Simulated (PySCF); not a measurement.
# One molecule, several mistakes: AlBC2H7

All numbers below are calculated, not measured. The program is PySCF 2.14.0, an open-source quantum chemistry code, run on an isolated molecule that a program drew, which may never have been made. The molecule is AlBC2H7 (charge 0, doublet), drawn as the SMILES string `BC[CH2][AlH]`.

Each row is a Hartree-Fock (HF) and frozen-core CCSD(T) single point in the cc-pV(D+d)Z basis, meant for a local HF minimum. Run 1 is clean. Each other run has one planted mistake out of seven kinds, and not every kind appears here: one electron removed, one electron added, multiplicity raised by two, geometry at a saddle point, minimal basis STO-3G, one bond length entered in bohr, all coordinates scaled. The reference is restricted for singlets and unrestricted otherwise, and also for a bond in bohr. Adding or removing an electron swaps singlet and doublet. Electrons count all cores. HOMO and LUMO are orbital energies over both spins, the gradient is its largest component, and the lowest frequency (negative if imaginary) is given only where the gradient is small. Bond lengths are over the 10 bonds as drawn. T1 is the CCSD diagnostic: over 0.02 (restricted) or 0.045 (unrestricted) a single reference is doubtful.

Geometry of the clean run:
```xyz
11
AlBC2H7, angstrom
B    -0.5960   -0.2931   -0.2919
C     0.1388    0.7793    0.5928
C     1.6772    0.7586    0.6130
Al    2.6739    1.0920   -1.0737
H    -0.0010   -1.0176   -1.0511
H    -1.7928   -0.3979   -0.2376
H    -0.2357    1.7498    0.2276
H    -0.2765    0.7144    1.6089
H     2.0360   -0.2081    0.9953
H     2.0644    1.4976    1.3315
H     4.2519    0.8402   -1.0467
```

| run | electrons | basis functions | <S^2> | HOMO (eV) | LUMO (eV) | gradient (hartree/bohr) | lowest frequency (cm^-1) | mean bond (Å) | longest bond (Å) | T1 | HF (hartree) | CCSD(T) (hartree) | mistake |
|---|---|---|---|---|---|---|---|---|---|---|---|---|---|
| 1 | 37 | 100 | 0.754 | -7.76 | 1.02 | 9.9e-06 | 73 | 1.3508 | 1.987 | 0.0117 | -346.35503 | -346.84407 | no fault |
| 2 | 38 | 100 | 0.000 | -0.06 | 6.11 | 4.5e-02 | - | 1.3508 | 1.987 | 0.0184 | -346.32882 | -346.85252 | one electron added |
| 3 | 36 | 100 | 0.000 | -15.95 | -6.32 | 4.1e-02 | - | 1.3508 | 1.987 | 0.0127 | -346.09570 | -346.58145 | one electron removed |
| 4 | 37 | 100 | 3.763 | -5.47 | -1.59 | 1.3e-01 | - | 1.3508 | 1.987 | 0.0362 | -346.21068 | -346.68645 | ? |
| 5 | 37 | 100 | 0.755 | -7.84 | 0.96 | 1.9e-02 | - | 1.3900 | 2.045 | 0.0120 | -346.34801 | -346.84137 | ? |

**Which mistake was planted in run 4, and what did it cost?**

Electrons, basis and geometry are unchanged, and <S^2> is 3.763, beside S(S+1) = 3.75 for a multiplicity of 4. So the mistake is: multiplicity raised by two. Subtracting run 1 and multiplying by 627.51 kcal/mol a hartree, the energy moved by 90.6 kcal/mol in HF and 98.9 kcal/mol in CCSD(T).

**Which mistake was planted in run 5, and what did it cost?**

The mean and the longest bond both change by the same factor, 1.029, and the gradient is no longer small. So the mistake is: all coordinates scaled. Subtracting run 1 and multiplying by 627.51 kcal/mol a hartree, the energy moved by 4.4 kcal/mol in HF and 1.7 kcal/mol in CCSD(T).

